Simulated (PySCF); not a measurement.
Continuum solvent and chemical shifts

Numbering as in the mapped SMILES `[CH3:1][C:2]#[C:3]/[C:4](=[CH:5]\[S:6][CH3:7])[S:8][CH3:9]` (H(Xn): hydrogen on atom n).

GIAO PBE0/pcSseg-1 in PySCF on one PBE0-D3(BJ)/def2-SVP conformer, non-relativistic, equivalent nuclei averaged. Solvents enter as an IEF-PCM continuum (dichloromethane with ε = 8.9, acetone with ε = 20.5) around the gas-phase geometry. Shifts are referred to TMS, CS2 computed in the same medium.

In dichloromethane, δ in ppm: C5 153.7, C4 116.8, C2 109.0, C3 78.8, C9 21.8, C7 20.6, C1 5.8, S8 21.2, S6 18.0, H(C5) 6.80, H(C7) 2.34, H(C1) 2.30, H(C9) 2.24. Dipole moment 2.08 D.

Question: How does each δ change in the more polar medium?

Answer: 
```csv
atoms,environment,"Δδ, acetone"
C5,alkene CH,+0.5
C4,fully substituted alkene carbon,-0.2
C2,alkyne carbon,+0.4
C3,alkyne carbon,-0.1
C9,methyl carbon bonded to S,+0.1
C7,methyl carbon bonded to S,+0.1
C1,propargylic methyl carbon,0.0
S8,sulfide sulfur,-1.1
S6,sulfide sulfur,-0.5
H(C5),hydrogen on an alkene CH,+0.04
H(C7),hydrogen on a methyl carbon bonded to S,+0.03
H(C1),hydrogen on a propargylic methyl carbon,+0.02
H(C9),hydrogen on a methyl carbon bonded to S,+0.02
```

Changes are relative to dichloromethane. The dipole moment becomes 2.13 D in acetone.

Question: Which nuclei move most (in ppm), and what does the model miss?

Answer: S8 (sulfide sulfur, -1.1 ppm) in acetone. A continuum only polarises the solute; specific hydrogen bonds, the anisotropy of aromatic solvents and changes of geometry or conformer are outside it.
